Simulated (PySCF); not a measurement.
Shifts of the heteroatoms

Cartesian coordinates in Å; atom numbers follow the order of the lines, from 1:
```xyz
22

C     2.061   -0.856    0.111
C     0.880   -0.092   -0.463
C     0.664    1.321    0.122
C    -0.202    0.660    1.209
C    -0.511   -0.395    0.137
C    -0.884   -1.803    0.547
C    -1.515    0.269   -0.815
Si   -0.682    1.976   -1.049
H     2.032   -1.896   -0.210
H     2.071   -0.833    1.197
H     2.992   -0.416   -0.245
H     0.930   -0.161   -1.555
H     1.532    1.901    0.422
H     0.381    0.265    2.039
H    -1.046    1.223    1.609
H    -1.857   -1.808    1.036
H    -0.152   -2.213    1.239
H    -0.935   -2.452   -0.326
H    -1.617   -0.309   -1.734
H    -2.503    0.316   -0.356
H    -1.450    3.097   -0.508
H    -0.200    2.228   -2.407
```

- shielding tensors at PBE0/pcSseg-1 (GIAO)
- geometry from GFN2-xTB
- run in PySCF
- no solvent, no relativistic terms, a single conformation, fast rotation and ring inversion assumed for equivalent nuclei

Q: Predict the 29Si NMR data.

A: 
| atoms | environment | σ (ppm) | δ (ppm) |
| --- | --- | --- | --- |
| Si8 | silicon bonded to 2 C, 2 H, in a 5-membered ring | 390.5 | -41.0 |

Shieldings were converted by a linear fit to measured shifts: 29Si (scatter 8.9 ppm rms, 25.8 ppm with the 6 outliers that the fit left out vs TMS, solution or neat liquid). Occasional misses reach two or three times the rms, and more in compound classes unlike the fitted ones.

On a 500 MHz spectrometer 29Si resonates near 99.3 MHz, so 1 ppm is 99.3 Hz.
